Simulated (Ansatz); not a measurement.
Consider the formal hydrolysis of the In–N bond: `[NH2][InH][OH]` + H₂O → `[OH][InH][OH]` + NH₃.

Computed with Ansatz on PBE0-D4/def2-TZVP structures; ΔE is electronic, products minus reactants. CCSD(T)/CBS is the MP2 limit (def2-TZVPP, def2-QZVPP) plus CCSD(T) − MP2 in def2-TZVPP, frozen cores. This one scheme is used for every species. DFT in def2-TZVPP. Elements past krypton have def2 core potentials. For In outer-core shells are correlated without core-valence functions, which leaves a few kJ/mol of doubt a bond. Each species was taken in one conformer, which may not be the lowest.

`[NH2][InH][OH]`:

Z-matrix (Å, degrees):
```
N
In 1 2.003
H 1 1.007 2 120.9
H 1 1.009 2 117.7 3 -140.7
O 2 1.990 1 107.5 3 159.0
H 2 1.701 1 129.7 3 -26.0
H 5 0.959 2 113.7 1 175.5
```

H₂O:

Cartesian coordinates in Å:
```
O -0.121 0.147 0.340
H 0.783 -0.014 0.062
H -0.663 -0.132 -0.402
```

`[OH][InH][OH]`:

```xyz
6

O     0.983    0.903    0.759
In   -0.149   -0.586    0.091
O    -1.166    0.124   -1.443
H     1.532    0.679    1.513
H    -0.253   -2.167    0.685
H    -0.947    1.046   -1.605
```

NH₃:

```xyz
4

N     0.039    0.258   -0.107
H    -0.112    0.284    0.894
H    -0.765   -0.201   -0.516
H     0.839   -0.341   -0.271
```

| level | ΔE (kcal/mol) |
| --- | --- |
| BLYP-D4 | -6.7 |
| r2SCANh-D4 | -6.0 |
| PBE-QIDH | -4.9 |
| LC-ωPBE | -5.4 |
| MP2/def2-SVP | -6.4 |
| MP2/def2-TZVPP | -4.7 |
| CCSD/def2-QZVPP | -5.0 |
| CCSD/CBS(def2) | -4.7 |

Q: What does CCSD(T)/CBS give? (An estimate is asked.)

A: Computed: -4.8 kcal/mol. The listed levels differ from it by -1.9, -1.2, -0.1, -0.6, -1.6, 0.1, -0.2, 0.1 kcal/mol.

Largest T1 diagnostic among the species: 0.017.

Leaving LDA and LC-ωPBE aside and taking each functional with its dispersion term where it has one, the values, not all of them listed here, spread over 2.5 kcal/mol, from B97M-V to PBE-QIDH. LDA lies +1.7 kcal/mol from PBE without D4. In def2-TZVPP, CCSD(T) changes the Hartree–Fock value by +0.9 kcal/mol (the triples alone add −0.1 kcal/mol) and MP2 by +1.2 kcal/mol.
